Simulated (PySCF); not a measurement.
C3H2F3, SMILES C=C(F)[C](F)F, multiplicity 2. Atoms are numbered in the order given.

```xyz
8

C     -1.0815    -1.5733     0.0000
C      0.0053    -0.7293     0.0000
F      1.2482    -1.2395     0.0000
C     -0.0444     0.6600     0.0000
F     -1.1806     1.3250     0.0000
F      1.0146     1.4341     0.0000
H     -2.0930    -1.1700     0.0000
H     -0.9233    -2.6513     0.0000
```
Charge 0, spin multiplicity 2.

Geometry: B3LYP-D3(BJ)/def2-SVP. The isomer is the one that the SMILES or the coordinates give; other isomers of the formula were not compared. Other conformers were not sampled.

These are PBE0/pcH-1 (PySCF) values and carry that method's errors.

Unrestricted Kohn–Sham, ⟨S²⟩ = 0.786. Hyperfine tensors hold the contact and dipolar terms, without spin-orbit corrections.

Computed hyperfine couplings:
```
nucleus    A(iso) (MHz)  A(iso) (G)  dipolar principal values (MHz)
---------  ------------  ----------  ------------------------------
13C no. 1          56.8        20.3             -51.3, -49.4, 100.7
13C no. 2         -68.6       -24.5               -34.3, 15.2, 19.1
19F no. 3         -39.1       -13.9               -85.4, 29.1, 56.4
13C no. 4          78.1        27.9             -60.9, -59.1, 120.0
19F no. 5          98.6        35.2           -161.9, -123.5, 285.3
19F no. 6         110.8        39.5           -182.3, -146.9, 329.2
1H no. 7          -44.0       -15.7               -21.0, -1.5, 22.4
1H no. 8          -46.7       -16.7               -24.6, -0.2, 24.9
```

And the g tensor (effective nuclear charges for spin-orbit coupling, GIAO)? (Estimate from the structure and the level; the computed values follow.)

principal values 2.0020, 2.0040, 2.0042; isotropic 2.0034.
